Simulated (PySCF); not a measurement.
B3LYP on Tl- (thallium, charge -1), [Xe] 4f14 5d10 6s2 6p2, high-spin 3P determinant. Calculation: PySCF 2.14, in aug-cc-pwCVTZ-DK3 (11s10p8d5f1g, 125 functions); scalar relativity by spin-free X2C-1e.

```
cycle= 1 E= -20248.1120239897  delta_E= -0.0218  |g|= 0.196  |ddm|= 0.76
cycle= 2 E= -20248.1117796975  delta_E= 0.000244  |g|= 0.18  |ddm|= 0.222
cycle= 3 E= -20248.1143056214  delta_E= -0.00253  |g|= 0.0223  |ddm|= 0.101
cycle= 4 E= -20248.1144395544  delta_E= -0.000134  |g|= 0.00239  |ddm|= 0.035
cycle= 5 E= -20248.1144449846  delta_E= -5.43e-06  |g|= 0.000598  |ddm|= 0.0106
cycle= 6 E= -20248.1144453839  delta_E= -3.99e-07  |g|= 5.33e-05  |ddm|= 0.00329
cycle= 7 E= -20248.1144453902  delta_E= -6.26e-09  |g|= 5.07e-06  |ddm|= 0.000603
cycle= 8 E= -20248.1144453903  delta_E= -1.09e-10  |g|= 1.52e-06  |ddm|= 0.000103
converged SCF energy = -20248.1144453903  <S^2> = 2.0013137  2S+1 = 3.0008756
```

Highest occupied orbital energy: 0.868 eV; ⟨L²⟩ = 2.00; populations by l: s 12.00, p 26.00, d 30.00, f 14.00.

**Question.** Can this result be used?

**Answer.** With care. The run converged. Spin-orbit coupling is strong in this species (close to jj coupling), so the high-spin LS determinant is a model state, not a physical level. At B3LYP the highest occupied level has a positive energy, so only the finite basis holds that electron; in a semilocal or global hybrid functional this comes from self-interaction and does not mean that the real anion is unbound.
